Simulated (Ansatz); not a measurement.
## Relative stability

Two relaxed structures of InH2ClO, singlet (PBE0-D4/def2-TZVP; forces vanish, vibrations not checked).

A:

```
5
angstrom
O -1.2916 -0.7858 -0.2507
In 0.3555 -1.7895 0.3883
Cl 0.8557 1.5154 0.0166
H -2.1299 -1.2153 -0.4298
H 2.0227 1.9706 0.2841
```

B:

| atom | x (Å) | y (Å) | z (Å) |
| --- | --- | --- | --- |
| O1 | -1.2266 | 0.1986 | -0.6818 |
| In2 | 0.5614 | 0.4490 | 0.2302 |
| Cl3 | -2.9287 | 0.7794 | -1.9652 |
| H4 | -1.6609 | -0.6454 | -0.5057 |
| H5 | 1.7131 | 1.7682 | 0.2306 |

Computed with Ansatz 0.2.0 (basis: def2-TZVPP); correlated methods freeze the cores. Filled d shells of the heavier atoms are correlated. Core potentials replace the inner electrons of the atoms past krypton. The def2 sets are not built for correlating such inner shells, so the correlated values are less sure here. B3LYP uses VWN-RPA correlation.

Problem. Which structure is lower at CCSD(T), and by how much? (An estimate is asked for; the value comes from the calculation.)

Solution. The calculation gives: A, by 317.9 kJ/mol (electronic energy, against the other). By their contacts, A is a complex of InHO ([OH][In]) + HCl and B is a complex of InH₂O ([OH][InH]) + Cl.

All methods give the same order:

| method | E(B) − E(A) (kJ/mol) |
| --- | --- |
| PBE-D4 | 264.4 |
| r2SCAN-D4 | 281.8 |
| PBE0-D4 | 315.1 |
| B3LYP-D4 | 306.8 |
| wB97M-V | 368.2 |
| HF | 455.0 |
| MP2 | 322.8 |
| CCSD | 362.7 |
| CCSD(T) | 317.9 |

The T1 diagnostic stays at or below 0.025. The restricted Hartree–Fock reference is unstable towards an unrestricted one at one or more of these structures. The program raised a doubt about the electronic state. A large double-excitation amplitude points to some diradical character; no triplet was computed.

Labels in which every atom is bracketed show which atoms are joined, not bond orders.

For scale, one of the runs: CCSD(T)/def2-TZVPP, 151 basis functions, launched by `ansatz run in.yaml --threads 2 --pin off --events-out ev --progress --plain --max-ram 4352MiB`. Hardware: 2 CPU threads of an Arm Neoverse V2, shared host. Wall time 46 s; peak host memory 1.1 GiB.
